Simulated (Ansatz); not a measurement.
A calculation with Ansatz (development build ahead of 0.2.0).

```yaml
crystal:
  periodic: [false, false, false]
  atoms:
    - { symbol: Zn, position_ang: [0.0, 0.0, 0.0] }
    - { symbol: O, position_ang: [0.0, 1.6253, 0.5916] }
    - { symbol: Cl, position_ang: [0.0, -1.9365, 0.7048] }
basis:
  gaussian: { orbitals: pcseg-2 }
magnetization:
  initial_magnetization: 5
hamiltonian:
  xc: pbe0
```

The input is written out in the form of the current development build from the run's settings.

Results

```json
{
 "Converged": "yes",
 "Total energy": "-2313.93257 hartree",
 "Spin squared of the determinant": "8.750",
 "Stability test": "minimum among restricted orbitals"
}
```

Caution: other spin multiplicities may lie lower.
